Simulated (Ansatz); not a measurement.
Frontier orbitals of `C1NP[SiH2]1`.

Cartesian coordinates in Å:
```
C 0.557 0.451 0.647
N -0.114 -0.804 0.997
P -1.237 -1.210 -0.264
Si 0.339 0.110 -1.210
H 1.571 0.522 1.051
H -0.007 1.348 0.945
H -0.392 -0.932 1.961
H -2.146 -0.087 -0.214
H 1.472 -0.636 -1.815
H -0.045 1.238 -2.099
```

The species carries charge 0 and has multiplicity 1. The structure was optimised at the PBE0-D4/def2-TZVP level. Basis def2-TZVPP, Ansatz 0.2.0.

Orbital energies of one run (eV). Highest occupied ones, from the top: -6.28, -6.89, -8.40, -8.67, -9.37, -11.21, -11.95, -13.21, -13.57, -17.02, -18.27, -24.77, -99.25, -99.25. Empty: -0.73, -0.37, 0.61, 1.09, 1.51, 1.57.

**Question.** Which functional gave them?
A. PBE0
B. ωB97M-V
C. HSE06 (plane-wave form)
D. r2SCAN

**Answer.** C. HOMO energies: HSE06 -6.28, r2SCAN -5.68, ωB97M-V -8.87, PBE0 -6.68 eV.
